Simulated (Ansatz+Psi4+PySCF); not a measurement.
# quartet TiF: levels of theory in one basis

```xyz
2

Ti    0.0000    0.0000    0.0000
F     0.0000    0.0000    1.8340
```

Basis set: cc-pVTZ (spherical functions). Left uncorrelated: 10 orbitals. Correlation on ROHF uses semicanonical orbitals with singles. Charge 0, multiplicity 4.

Computed with Ansatz (development build ahead of 0.2.0); each method stands on the lowest determinant of its kind that the runs found.

```csv
method,E − E(ROHF) (eV),<S²> of the determinant
ROHF,0.00,3.75
UHF,-0.12,3.75
ROHF-MP2,-8.16,–
UHF-MP2,-8.26,3.75
ROHF-CCSD,-8.25,–
UHF-CCSD,-8.35,3.75
ROHF-CCSD(T),-8.53,–
UHF-CCSD(T),-8.63,3.75
```

Task: Is a single determinant a sound starting point here?

Result: Only with care. Unrestricted orbitals gain 0.12 eV and <S²> is 3.75 against 3.75 for a pure state, but several determinants compete.

Caution: the determinant breaks the point group. Caution for ROHF-CCSD(T): another reference gives a lower total.
